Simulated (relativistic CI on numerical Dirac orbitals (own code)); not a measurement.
Al XI: q coefficients

Calculated at this level of theory: Dirac-Coulomb-Breit CI, KLI orbitals optimised for each configuration, derivatives by finite differences, unscaled Slater integrals, QED left out (own radial code, finite nucleus).

Configuration list (outside the closed core 1s2): 2s, 2p, 3s, 3p, 3d. Levels of other configurations are missing.

With x = (α/α₀)² − 1 an excitation energy changes as ω = ω₀ + qx; K = 2q/ω₀ is the relative enhancement. Terms are leading LS components, so labels can repeat.

Lowest level 2s 2S_1/2.

```tsv
Level	ω₀ (cm⁻¹)	q (cm⁻¹)	K
2p 2P°_1/2	177375	2019	0.0228
2p 2P°_3/2	183109	7778	0.085
3s 2S_1/2	2019758	5683	0.00563
3p 2P°_1/2	2068560	6233	0.00603
3p 2P°_3/2	2070238	7918	0.00765
3d 2D_3/2	2087249	7813	0.00749
3d 2D_5/2	2087775	8340	0.00799
```

At this charge energies of transitions that change n are usually good to better than 1 %, and those within a shell (Δn = 0) to a few per cent.
